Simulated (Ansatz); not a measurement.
Ansatz (a first-principles code) input (r2SCAN/def2-TZVP):

Ansatz 0.2 input:
```yaml
crystal:
  periodic: [false, false, false]
  atoms:
    - {symbol: Zn, position_ang: [-0.00000000, -0.00000000, -0.39802834]}
    - {symbol: F, position_ang: [0.00000000, 0.00000000, 1.32676115]}
basis:
  gaussian:
    orbitals: def2-TZVP
hamiltonian:
  xc: {name: r2SCAN}
total_charge: 1
relax: {f_tol: 0.003, max_steps: 100}
```

End of the output:

```
mean field: 0.17 GiB planned
mean field -51126.65705516 eV, -1878.8699918841 hartree, gradient 1.2e-5 eV, S^2 0.000000; 0 other end points of the search recorded, 0 dependent functions left out
the calculation of the forces begins
reference -51126.65706786 eV, -1878.8699923509 hartree; 19, 19 occupied and 60, 60 virtual orbitals, 616 factors
relax step   4: F+E_penalty+E_count = -51126.65705516 eV  Δ(F+E_penalty+E_count) = -4.847e-7 eV  max|allowed force component| = 3.929e-5 eV/Å  Δτ_max = 0.0001 Å  (18 SCF iters, accepted)
integrals: 0.02 GiB planned
616 factors; their error is unknown
mean field: 0.17 GiB planned
mean field -51126.65705516 eV, -1878.8699918841 hartree, gradient 1.5e-5 eV, S^2 0.000000; 1 other end points of the search recorded, 0 dependent functions left out
the calculation of the forces begins
reference -51126.65706786 eV, -1878.8699923509 hartree; 19, 19 occupied and 60, 60 virtual orbitals, 616 factors
Total energy: -51126.65706786 eV, -1878.8699923509 hartree
Atom 0 at     0.000000     0.000000    -0.391478 Å, force    -0.000000    -0.000000     0.000039 eV/Å
Atom 1 at    -0.000000    -0.000000     1.320211 Å, force     0.000000     0.000000    -0.000039 eV/Å
Dipole moment:     0.000000    -0.000000    -1.186256 e Å
```
